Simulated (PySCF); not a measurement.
Identify the compound

The spectra below were simulated for a compound C6H14OSi2.

¹H NMR (500 MHz, computed): δ 5.95 (br s, 1H), 5.70 (br s, 1H), 5.32 (m, 1H), 5.30 (m, 1H), 4.66 (m, 1H), 4.47 (m, 1H), 4.40 (m, 1H), 3.56 (d, 3H), 2.53 (m, 1H), 1.81 (s, 3H).

¹³C{¹H} NMR (computed): δ 152.3 (C), 135.0 (CH2), 76.0 (CH2), 75.3 (CH2), 27.2 (CH3), 21.5 (CH).

In vacuum, rapidly exchanging positions averaged, one computed conformer, non-relativistic. Shieldings: GIAO PBE0/pcSseg-1; GFN2-xTB structure; PySCF.

δ = σ(ref) − σ, references computed at the same level: ¹H (σ = 31.72 ppm) and ¹³C (σ = 186.93 ppm) vs TMS.

Propose a structure and justify it.

Results:


The formula gives 2 degrees of unsaturation (1 ring in the answer). 6 carbon signals for 6 carbons: no two carbons are equivalent. Carbon types of the structure: 1 × C, 1 × CH, 3 × CH2, 1 × CH3, leaving 4 H on heteroatoms. δC 152.3: fully substituted alkene carbon; the olefinic region. δC 135.0: terminal =CH2 carbon; as expected for a trigonal carbon in a double bond. δC 76.0, 75.3: sp3 CH2 bonded to O; pulled downfield by the heteroatom. δC 27.2: allylic methyl carbon; aliphatic region, no heteroatom directly attached. δH 5.95, 5.70: hydrogen on a terminal =CH2 carbon; attached to an sp2 carbon and in the plane of the double bond. δH 5.32, 5.30, 4.66, 4.40: hydrogen on an sp3 CH2 bonded to O; its carbon carries O, hence the downfield position. δH 1.81: hydrogen on an allylic methyl carbon; allylic position.

These data were computed for SMILES CC(=C)[Si@H]([SiH3])C1COC1.

The data come from this structure; uniqueness wasn't tested.

Shifts are as computed. Against solution values, carbons near 30 ppm lie about +3 ppm off and those near 130 ppm about +5 ppm. Of 1211 compounds with measured shifts, 218 miss one by over three times the rms of a fit or turn the order of signals round; such compounds aren't used in these exercises. No couplings were computed; multiplicities are counted from neighbouring protons, with m where these are inequivalent, close in shift, in a saturated or five-membered ring or joined by F or P, and br s for small geminal =CH2 splittings.
